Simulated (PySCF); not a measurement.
**How methods differ on the excitation energy of Co²⁺**

Co²⁺ [Ar] 3d7 (4F) → Co²⁺ [Ar] 3d6 4s1 (6D), as a difference of total energies. Computed with PySCF 2.14 in ANO-RCC-VTZP, with scalar relativity by spin-free X2C-1e. Correlated levels: valence and next inner shell: [Ne] frozen. The calculations carry no spin-orbit coupling.

| method | excitation energy (eV) |
| --- | --- |
| UHF | 4.978 |
| MP2 (valence and next inner shell) | 6.637 |
| SCS-MP2 (valence and next inner shell) | 6.636 |
| CCSD (valence and next inner shell) | 6.182 |
| CCSD(T) (valence and next inner shell) | 6.212 |

Q: How much does correlation contribute at CCSD(T) (valence and next inner shell)?

A: 6.212 − (4.978) = 1.234 eV, measured against UHF.

A first-order spin-orbit estimate (lowest level to lowest level, LS coupling) adds 0.030 eV.

The basis was made for the ground configuration and has no added diffuse functions, so the excitation energy can come out too high.
